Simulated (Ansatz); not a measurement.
`CN(C)[SiH2]O` + `SS` → `O[SiH2]SS` + `CNC`  (ligand exchange at the Si–N bond)

Gas-phase electronic energies from Ansatz, PBE0-D4/def2-TZVP geometries. CBS: MP2 limit from def2 TZ/QZ plus the TZ coupled-cluster correction, frozen cores. This one scheme is used for every species. Functionals use def2-TZVPP. Each species was taken in one conformer, which may not be the lowest.

```json
{"level": "r2SCAN-D4", "ΔE (kcal/mol)": "-1.5"}
{"level": "PBE0-D4", "ΔE (kcal/mol)": "-1.9"}
{"level": "B2PLYP", "ΔE (kcal/mol)": "-0.1"}
{"level": "SCS-MP2/def2-TZVPP", "ΔE (kcal/mol)": "0.4"}
```

Task: What does CCSD(T)/CBS give? (An estimate is asked.)

Result: Computed: -0.5 kcal/mol. The listed levels differ from it by -1.0, -1.4, 0.4, 0.9 kcal/mol.

Largest T1 diagnostic among the species: 0.012.

At CCSD(T), def2-SVP lies +1.0 kcal/mol from the extrapolated value and def2-TZVPP +0.8 kcal/mol. Leaving LDA and LC-ωPBE aside and taking each functional with its dispersion term where it has one, the values, not all of them listed here, spread over 3.4 kcal/mol, from PBE-D4 to CAM-B3LYP-D4. LDA lies +1.9 kcal/mol from PBE without D4. From BLYP to BHLYP (50 % exact exchange), in def2-TZVPP and without D4, ΔE moves by +1.0 kcal/mol.
